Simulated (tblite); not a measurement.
C7H17OP.
Numbering: `[CH3:1][CH2:2][P@H:3](=[O:4])[C:5]([CH3:6])([CH3:7])[CH2:8][CH3:9]` (hydrogens: H10, H11, H12 on C1; H13, H14 on C2; H15 on P3; H16, H17, H18 on C6; H19, H20, H21 on C7; H22, H23 on C8; H24, H25, H26 on C9)

Cartesian coordinates in Å at the GFN2-xTB level; atoms count from 1:
```
atom  x, y, z in Å
C1     3.2164    0.1365   -0.8157
C2     1.7185    0.0302   -1.0653
P3     0.9187   -0.4147    0.5280
O4     1.4675   -1.6356    1.1232
C5    -0.9274   -0.4692    0.3191
C6    -1.4774   -0.5382    1.7417
C7    -1.2198   -1.7778   -0.4129
C8    -1.5081    0.7034   -0.4741
C9    -1.1847    2.0854    0.0793
H10    3.5806   -0.7918   -0.3796
H11    3.7566    0.3257   -1.7414
H12    3.4289    0.9447   -0.1167
H13    1.3186    0.9598   -1.4683
H14    1.5081   -0.7804   -1.7691
H15    1.1445    0.7097    1.3266
H16   -1.0834   -1.4224    2.2401
H17   -2.5651   -0.5953    1.7364
H18   -1.1756    0.3343    2.3194
H19   -0.8729   -1.7301   -1.4449
H20   -2.2890   -1.9854   -0.4205
H21   -0.7088   -2.6009    0.0840
H22   -1.1471    0.6426   -1.5042
H23   -2.5950    0.5791   -0.5046
H24   -1.6557    2.8473   -0.5390
H25   -0.1126    2.2652    0.0780
H26   -1.5567    2.2005    1.0938
```

Computed values, GFN2-xTB/tblite, gas phase, harmonic and unscaled. Against measured fundamentals such values can be off by several per cent, at times by over 20. Modes of hydrogen on phosphorus can be 10 to 20 % off. One conformer, not necessarily the lowest.

Harmonic wavenumbers (cm⁻¹): 57.1, 63.5, 103.6, 125.4, 173.7, 189.8, 206.6, 214.6, 236.1, 243.9, 251.0, 274.0, 319.8, 352.1, 390.0, 408.2, 474.3, 612.5, 708.3, 746.9, 807.0, 848.3, 859.2, 943.7, 958.3, 962.7, 998.5, 1002.5, 1007.9, 1037.1, 1056.9, 1069.2, 1100.0, 1183.6, 1202.2, 1215.5, 1242.4, 1249.5, 1272.2, 1283.4, 1351.2, 1399.3, 1404.4, 1412.2, 1416.0, 1432.3, 1479.1, 1485.9, 1488.4, 1493.9, 1494.2, 1494.7, 1498.0, 1501.4, 1511.3, 2252.6, 2941.6, 2946.9, 2967.0, 2988.8, 3003.9, 3009.6, 3012.4, 3013.0, 3013.3, 3022.3, 3023.3, 3026.5, 3028.6, 3034.5, 3040.7, 3048.4.

A = 1773, B = 1042, C = 845.5 MHz; mass 148.102 u (most abundant isotopes); point group C1, symmetry number 1.

What is the zero-point energy?

½Σν̃ = 49844 cm⁻¹ = 142.51 kcal/mol.

Give the ideal-gas entropy at 350 K and 1 bar in the rigid-rotor, harmonic-oscillator model (classical rotation).

Translation 41.71, rotation 30.19, vibration 45.89: S = 117.8 cal/(mol K).

And Cp and H(350 K) − H(0)?

Cp = 54.81 cal/(mol K), of which vibrations give 46.86 (their classical limit is 72 R = 143.1); H(350 K) − H(0) = 11.30 kcal/mol without the zero-point energy, 8.52 from vibrations.

How do the functions run with temperature in this model?

```json
{"T (K)": "100", "S (cal/(mol K))": "72.3", "Cp (cal/(mol K))": "23.4", "H − H(0) (kcal/mol)": "1.45", "G − H(0) (kcal/mol)": "-5.78", "ln q(vib)": "1.91"}
{"T (K)": "200", "S (cal/(mol K))": "92.8", "Cp (cal/(mol K))": "36.4", "H − H(0) (kcal/mol)": "4.49", "G − H(0) (kcal/mol)": "-14.08", "ln q(vib)": "5.48"}
{"T (K)": "300", "S (cal/(mol K))": "109.8", "Cp (cal/(mol K))": "48.5", "H − H(0) (kcal/mol)": "8.72", "G − H(0) (kcal/mol)": "-24.23", "ln q(vib)": "9.08"}
{"T (K)": "500", "S (cal/(mol K))": "140.4", "Cp (cal/(mol K))": "72.5", "H − H(0) (kcal/mol)": "20.89", "G − H(0) (kcal/mol)": "-49.31", "ln q(vib)": "16.02"}
{"T (K)": "800", "S (cal/(mol K))": "180.5", "Cp (cal/(mol K))": "97.9", "H − H(0) (kcal/mol)": "46.76", "G − H(0) (kcal/mol)": "-97.61", "ln q(vib)": "25.91"}
{"T (K)": "1000", "S (cal/(mol K))": "203.6", "Cp (cal/(mol K))": "109.4", "H − H(0) (kcal/mol)": "67.56", "G − H(0) (kcal/mol)": "-136.06", "ln q(vib)": "32.09"}
```

q(vib) and H(0) count from the zero-point level.

What must be added to the electronic energy to get the Gibbs energy at 350 K and 1 bar?

ZPE + [H(350 K) − H(0)] − T·S = 142.51 + 11.30 − 41.23 = 112.58 kcal/mol.

Blend soft modes into free rotors: weight 1/[1 + (100 cm⁻¹/ν̃)⁴] for the oscillator and the rest for a rotor with moment μB/(μ + B), μ = h/(8π²ν), B = 10⁻⁴⁴ kg m². What vibrational entropy results?

43.18 cal/(mol K) in place of 45.89, which changes −T·S at 350 K by +0.95 kcal/mol.

Hindered rotation and anharmonicity are outside this model. Other conformers, if any are populated, would add a mixing term that is left out. The structure is chiral; the term R ln 2 for an equal mix with its mirror image is left out.
